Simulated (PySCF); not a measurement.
## Frontier levels across methods

Compound: C3H5NOSSi.
Structure used (PBE0-D3(BJ)/def2-SVP), in Å, numbered top down from 1:
```xyz
12
C3H5NOSSi angstrom
Si    -2.5149    0.0949    0.0590
S     -1.0216    0.3020    1.6220
C      0.4084    0.0505    0.6456
C      1.7663    0.0696    1.0826
C      2.4491   -0.1787   -0.0666
O      1.6062   -0.3317   -1.0870
N      0.3254   -0.1876   -0.6415
H     -2.3612    1.1434   -0.9845
H     -3.7753    0.3131    0.8271
H     -2.5011   -1.2721   -0.5266
H      2.1509    0.2416    2.0834
H      3.5076   -0.2732   -0.3016
```

Basis pcSseg-1 throughout (PySCF), one geometry. Isolated species at its PBE0-D3(BJ)/def2-SVP geometry (one conformer only).

How do the orbital energies, the gap and the dipole change with the method?

| method | kind | HOMO (eV) | LUMO (eV) | gap (eV) | μ (D) | SCF cycles |
| --- | --- | --- | --- | --- | --- | --- |
| BP86 | GGA | -6.09 | -1.70 | 4.40 | 1.74 | 16 |
| LDA | LDA | -6.13 | -1.83 | 4.30 | 1.75 | 16 |
| B3LYP | global hybrid | -6.89 | -0.87 | 6.02 | 1.79 | 14 |
| CAM-B3LYP | range-separated hybrid | -8.38 | 0.51 | 8.89 | 1.80 | 14 |
| wB97X-D | range-separated hybrid | -8.97 | 1.12 | 10.09 | 1.76 | 14 |
| LC-wPBE | range-separated hybrid | -9.74 | 1.60 | 11.34 | 1.79 | 14 |
| HF | Hartree–Fock | -9.78 | 3.09 | 12.87 | 1.97 | 12 |

The HOMO spans 3.68 eV, from BP86 down to HF, and the gap runs from 4.30 eV (LDA) to 12.87 eV (HF). Over the methods BP86 (0 %), LDA (0 %), B3LYP (20 %), HF (100 %), a straight line through the gap against the share of exact exchange rises by 0.85 eV for each 10 % (correlation coefficient 1.000). The dipole ranges from 1.74 D (BP86) to 1.97 D (HF). This basis has no diffuse functions.
